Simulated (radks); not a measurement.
Results of a calculation; reference values are marked as such.
Q: The mean radii <r> (bohr) of the occupied orbitals of an atom or ion are listed with their occupations. Code: a radial shooting solver on a logarithmic mesh with Libxc functionals. Model: scalar-relativistic Kohn-Sham, PBE, spin-polarised, spherical densities, point nucleus.

orbital  occ.     <r>
1s up       1  0.2283
1s down     1  0.2282
2s up       1   1.047

Name the element and its charge. Open shells, if any, are filled with parallel spins first.

A: Z = 7, nitrogen, charge +4: N4+ in [He] 2s1. The 1s radius gives Z: for a bare nucleus <r> = (2 gamma + 1)/(2Z) with gamma = sqrt(1 - (Z/c)^2), 0.2141 bohr for Z = 7, and screening makes it slightly larger (0.2283 here). The occupations add up to 3, and the charge is Z minus that.
